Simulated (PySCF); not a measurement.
In(Cl)2(Me) (CH₃Cl₂In), SMILES [CH3][In]([Cl])[Cl].

Coordinates come from a B3LYP-D3(BJ)/def2-SVP optimisation. The structure was generated by enumeration; whether it is a known compound was not checked. The def2 effective core potentials stand for the cores of In; spin–orbit coupling is left out.

All values below come from r2SCAN/def2-TZVP (PySCF).

The molecule is in vacuum.

| Quantity | Result |
|---|---|
| total energy | -1150.58461 hartree |
| highest occupied level | -7.56 eV |
| lowest empty level | -2.56 eV |
| orbital gap | 5.00 eV |
| dipole moment | 3.93 D |
| quadrupole, principal values (traceless, Buckingham form, about the centre of nuclear charge) | -9.92, 2.56, 7.36 D·Å |
| mean static polarisability | 74.1 bohr³ (10.99 Å³) |
| polarisability, principal values | 50.4, 84.2, 87.7 bohr³ |
